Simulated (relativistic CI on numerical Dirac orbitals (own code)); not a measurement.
Calculated at this level of theory: Dirac-Coulomb-Breit CI, KLI orbitals optimised for each configuration, QED by a radiative potential, unscaled Slater integrals (own radial code, finite nucleus).

The strongest absorption lines from the ground level of an ion, among the configurations computed and to levels below about 12500 eV (vacuum wavelength in Å, gf): 0.9980 (0.87), 1.1327 (0.42), 1.1562 (0.95), 1.1569 (1.5), 1.1572 (2.1), 1.1803 (0.79), 1.3169 (4.2), 1.3192 (1.4).

Question: Which ion is it?
A. W LXIX
B. Hg LXXIII
C. Sm LV
D. W LXVII

Answer: D. W LXVII has 8 electrons and the ground level 2s2 2p4 3P_2; the strongest line goes to 2s2 2p3 3d 3D°_3. The pattern of lines fixes the number of electrons, and along that sequence the line energies rise steadily with the charge (about as its square where n changes within one kind of shell, about linearly where n is kept but much faster in heavy ions where fine structure, which grows about as Z⁴, sets the gap, and irregularly where shells cross), which fixes Z. Configurations outside the model, such as inner-shell arrays, can give stronger lines. At this charge energies of transitions that change n are usually good to better than 1 %, and those within a shell (Δn = 0) to a few per cent.

LS names give the leading component of a level, which can be under half, so a name can repeat, a term be missing and a line seem to break the LS rules.
